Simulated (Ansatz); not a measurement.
A structure relaxed at PBE-D4/def2-SVP in Ansatz, charge 1, doublet:

```csv
atom,x (Å),y (Å),z (Å)
Al1,-0.4984,0.5905,-2.3045
Al2,0.4891,-2.9611,1.6024
Al3,-1.4250,-0.6277,0.4232
Al4,1.3580,-0.3773,-0.5408
Al5,0.2551,1.9647,0.5009
F6,-0.4245,2.1670,-1.2547
F7,1.6544,-1.8810,0.5363
F8,-1.4088,1.1250,1.0372
```

Task: Give its formula.

Result: Al5F3⁺.

Task: Summarise the bond lengths by kind (pairs closer than 1.2 times the sum of covalent radii, bridged metal pairs left out).

Result: 6 × Al–F 1.86 to 1.94 Å; 2 × Al–Al 2.74 to 2.79 Å.

Another isomer (doublet) lies 0.26 eV lower at PBE0-D4/def2-TZVP; other spin states weren't run for this one.
